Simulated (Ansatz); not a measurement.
System: sum formula GeBrCl2, net charge 0, doublet state. It need not be the lowest isomer of its formula. 
Structure (B3LYP-D3(BJ)/def2-TZVP (Ansatz, a first-principles code) minimum search):
SMILES: [Cl][Ge]([Cl])[Br]
```xyz
4

Cl    -1.8241    -1.3629    -0.2449
Ge    -0.4085     0.1001     0.5250
Cl    -0.9865     2.0524    -0.2439
Br     1.7387    -0.4264    -0.2426
```
Charge 0, spin multiplicity 2.

Basis-set convergence of Hartree-Fock and CCSD correlation energies (hartree) with Ansatz. Cores are frozen in the correlated levels unless marked. UHF or UKS for open shells. No spin-orbit coupling. Frozen are the shells of the preceding noble gas and the d and f shells that filled before the atom's block. Non-relativistic.

```tsv
basis	functions	E(HF)	E(corr, CCSD)
def2-SVP	100	-5566.02298	-0.49101
def2-TZVPP	180	-5566.92396	-0.67071
def2-QZVPP	318	-5567.04053	-0.73021
```

Extrapolating the two largest sets (X = 3 and 4) as X^-3: E(corr) = (64·(-0.73021) - 27·(-0.67071))/37 = -0.7736 Eh, an estimate of the basis-set limit. The largest set recovers 94.4 % of it, the smallest 63.5 %.
